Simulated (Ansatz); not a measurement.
`[SiH3]/C=[CH]/[GeH3]` + `B1B[SiH2]1` → `[SiH3]B1B[SiH2]1` + `C=[CH][GeH3]`  (formal exchange of groups at the Si–C bond)

Calculated with Ansatz (gas phase, PBE0-D4/def2-TZVP geometries, no zero-point term in ΔE). CBS: MP2 limit from def2 TZ/QZ plus the TZ coupled-cluster correction, frozen cores. DFT in def2-TZVPP. HSE06 is defined as in plane-wave codes. For Ge outer-core shells are correlated without core-valence functions, which leaves a few kJ/mol of doubt a bond. Scalar relativity is left out up to krypton.

```csv
level,ΔE (kJ/mol)
HSE06-D4,-24.5
HF/CBS(def2),-18.6
```

Task: What does CCSD(T)/CBS give? (Best estimate.)

Result: Ansatz gave: -21.2 kJ/mol. The listed levels differ from it by -3.3, 2.6 kJ/mol.

Largest T1 diagnostic among the species: 0.015.

Leaving LDA and LC-ωPBE aside and taking each functional with its dispersion term where it has one, the values, not all of them listed here, spread over 9.5 kJ/mol, from B97M-V to ωB97M-V. At CCSD(T), def2-SVP lies −8.9 kJ/mol from the extrapolated value and def2-TZVPP −1.7 kJ/mol. In def2-TZVPP, CCSD(T) changes the Hartree–Fock value by −3.4 kJ/mol (the triples alone add −0.9 kJ/mol) and MP2 by −3.2 kJ/mol.

CCSD(T)/CBS has its own doubt, a few kJ/mol and more with outer-core shells, so smaller differences from it don't rank the levels.
